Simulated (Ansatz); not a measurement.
A run for Ansatz (a first-principles code): R-wB97M-V/def2-TZVPP on CHN (SMILES [C-]#[NH+]).

Ansatz 0.2 input:
```yaml
crystal:
  periodic: [false, false, false]
  atoms:
    - {symbol: C, position_ang: [1.09253720, 0.18752009, 0.00000000]}
    - {symbol: N, position_ang: [-0.05473398, -0.00936831, -0.00000000]}
    - {symbol: H, position_ang: [-1.03780322, -0.17815178, 0.00000000]}
basis:
  gaussian:
    orbitals: def2-TZVPP
hamiltonian:
  xc: {name: wB97M-V}
scf: {lower_state_search: off}
```

The log:

```
WARN ansatz: RAYON_NUM_THREADS=4 ignored (pool sized by the plan → 4); use --threads N
Functional definition: wB97M-V
these checks for a lower state are left out or cut short: stability, starts, cluster_reference, orbital_swaps, neighbouring_geometries, increment
integrals: 0.01 GiB planned
394 factors; their error is unknown
integrals: 0.05 GiB planned
90 factors; integrals over basis functions are off by at most 5.0e-5 eV
mean field: 0.20 GiB planned
mean field evaluation 1: about -2539.9458 eV, gradient 3.4e1 eV
mean field evaluation 2: about -2540.3605 eV, gradient 3.0e1 eV
mean field evaluation 4: about -2541.8981 eV, gradient 7.1e-1 eV
mean field evaluation 8: about -2541.9047 eV, gradient 3.5e-3 eV
mean field -2541.90474540 eV, -93.4132764284 hartree, gradient 7.7e-6 eV, S^2 0.000000; 0 other end points of the search recorded, 0 dependent functions left out
reference -2541.90477394 eV, -93.4132774772 hartree; 7, 7 occupied and 69, 69 virtual orbitals, 394 factors
Total energy: -2541.90477394 eV, -93.4132774772 hartree
Checks for a lower state left out: stability, starts, cluster_reference, orbital_swaps, neighbouring_geometries, increment
```

Self-consistency was reached.

Cost: roughly 0.5 core-seconds.
